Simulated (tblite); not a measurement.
C7H9NOSi.
SMILES with atom numbers: `[CH2:1]=[C:2]1[CH:3]=[C:4]([C:5](=[O:6])[SiH2:7][NH2:8])[C:9]1=[CH2:10]` (hydrogens: H11, H12 on C1; H13 on C3; H14, H15 on Si7; H16, H17 on N8; H18, H19 on C10)

A start from a force field or distance geometry was refined with GFN2-xTB geometry optimisation, gas phase (tblite). Values at the start:

```csv
coordinate,start
C1=C2,1.308 Å
C1–H11,1.105 Å
C1–H12,1.086 Å
C2–C3,1.480 Å
C2–C9,1.479 Å
C3=C4,1.314 Å
C3–H13,1.081 Å
C4–C5,1.464 Å
C4–C9,1.462 Å
C5=O6,1.256 Å
C5–Si7,1.852 Å
Si7–N8,1.775 Å
Si7–H14,1.457 Å
N8–H16,1.028 Å
C10–H18,1.083 Å
C10–H19,1.089 Å
C1–C2–C3,137.4°
C2–C9–C10,131.9°
C3–C2–C9,86.3°
C3–C4–C5,132.3°
C3–C4–C9,93.4°
C4–C9–C10,140.8°
C5–Si7–N8,112.7°
O6–C5–Si7,119.4°
C3–C4–C5–O6,180°
C4–C5–Si7–N8,135°
```

Question: How do these coordinates change at the GFN2-xTB level?

Answer: 
| coordinate | GFN2-xTB (Å or °) | change |
| --- | --- | --- |
| C5–Si7 | 1.921 | +0.069 |
| Si7–N8 | 1.708 | -0.067 |
| C3=C4 | 1.365 | +0.051 |
| C5=O6 | 1.222 | -0.034 |
| C1–H11 | 1.076 | -0.029 |
| C4–C9 | 1.487 | +0.025 |
| N8–H16 | 1.005 | -0.023 |
| C1=C2 | 1.325 | +0.017 |
| C2–C9 | 1.495 | +0.016 |
| C2–C3 | 1.466 | -0.014 |
| Si7–H14 | 1.471 | +0.014 |
| C10–H19 | 1.077 | -0.012 |
| C4–C5 | 1.453 | -0.011 |
| C1–H12 | 1.077 | -0.009 |
| C3–H13 | 1.074 | -0.007 |
| C10–H18 | 1.076 | -0.007 |
| C5–Si7–N8 | 102.1 | -10.6 |
| C2–C9–C10 | 136.7 | +4.8 |
| C4–C9–C10 | 136.3 | -4.5 |
| C3–C2–C9 | 87.9 | +1.6 |
| C1–C2–C3 | 136.0 | -1.4 |
| C3–C4–C9 | 92.1 | -1.3 |
| C3–C4–C5 | 133.3 | +1.0 |
| O6–C5–Si7 | 120.2 | +0.8 |
| C4–C5–Si7–N8 | 170 | +35 |
| C3–C4–C5–O6 | 177 | -3 |

The energy falls by 48.1 kJ/mol over 126 L-BFGS steps, the largest force on an atom goes from 3.46 to 0.007 eV/Å, and the atoms move by 0.534 Å rms after alignment. The bond that changes most is C5–Si7 (carbonyl carbon to SiH2 silicon), which lengthens by 0.069 Å. Bonds longer at the end by more than 0.005 Å: 6 of 19; shorter: 12. Among the dihedrals that turn most is C5–Si7–N8–H17, from 84° to 19°. Rotational constants go from 2524, 622.3, 516.7 to 2641, 623.7, 508.5 MHz.

The run took 1.2 s on one thread, Arm Neoverse V1 (aarch64), shared host with 32 logical CPUs at a one-minute load of 24.

Its GFN2-xTB frequencies are all real (lowest 27 cm⁻¹). One conformer, not necessarily the lowest.

All values are computed, not measured.
